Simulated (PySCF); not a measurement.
C4H3F3NO2 (doublet state).
Numbering: `[O:1]=[CH:2][NH:3]/[C:4]=[CH:5]/[O:6][C:7]([F:8])([F:9])[F:10]` (hydrogens: H11 on C2; H12 on N3; H13 on C5)

Structure used (GFN2-xTB), in Å, numbered top down from 1:
```
atom  x, y, z in Å
O1     2.319    0.366    1.399
C2     2.448   -0.627    0.740
N3     1.546   -1.054   -0.214
C4     0.342   -0.500   -0.402
C5    -0.159    0.705   -0.377
O6    -1.527    1.000   -0.350
C7    -2.356   -0.010   -0.151
F8    -3.598    0.451   -0.077
F9    -2.122   -0.702    0.973
F10   -2.341   -0.923   -1.141
H11    3.304   -1.316    0.818
H12    1.756   -1.892   -0.744
H13    0.385    1.641   -0.492
```

The hyperfine couplings belong to this conformer and change with its torsions.

Computed with UKS B3LYP, pcH-1 on C F H N O, non-relativistic, mean-field spin-orbit, GIAO in PySCF. One conformer (not necessarily the lowest) at the GFN2-xTB geometry, without solvent, vibrations or thermal averaging. Couplings are sensitive to structure, and on GFN2-xTB geometries they can be far from those on DFT ones. The frame is twisted about the C4–C5 bond at this geometry (dihedral N3–C4–C5–H13 = 21°); couplings at other torsion angles weren't computed. Stability of the SCF solution: not tested.

Q: Where do the isotropic ENDOR lines of N3, F8/F9/F10, H13, H12 and H11 fall at 344.2 mT, to first order?

A: For S = 1/2 in fast tumbling each set of equivalent nuclei gives two lines, ν± = |νn ± a/2| to first order, with νn = g_N μN B/h and μN/h = 7.62259 MHz/T.

```
   nuclei  isotope     g_N  νn (MHz)  a_iso (MHz)  lower line (MHz)  upper line (MHz)
       N3      14N  0.4038      1.06         5.98              1.93              4.05
F8/F9/F10      19F  5.2577     13.79        37.35              4.88             32.47
      H13       1H  5.5857     14.66        97.60             34.14             63.45
      H12       1H  5.5857     14.66        14.45              7.43             21.88
      H11       1H  5.5857     14.66         5.80             11.76             17.55
```

Q: Which pairs are centred on the nuclear Larmor frequency, and which on half the coupling?

A: Centred on νn, since |a| < 2νn: H12 and H11. Centred on |a|/2 and split by 2νn: N3, F8/F9/F10 and H13.

Q: At what field would the lower line of H13 fall to zero frequency?

A: Where νn = |a|/2, that is B = 48.80 MHz/(5.5857 × 7.62259 MHz/T) = 1150 mT, as far as first order holds there.

Nuclei that the bonding pattern makes equivalent are averaged, as if the motion that swaps them (rotation, inversion, ring flip) were fast. The three 19F nuclei of mean +37.4 MHz run from 13.9 to 65.6 MHz in the frozen geometry.

On an Arm Neoverse V1 with one thread, shared host with 32 logical CPUs at a one-minute load of 30, this took 1.7 min (with the writing of density and orbital grids) and 0.97 GiB of memory at its peak.
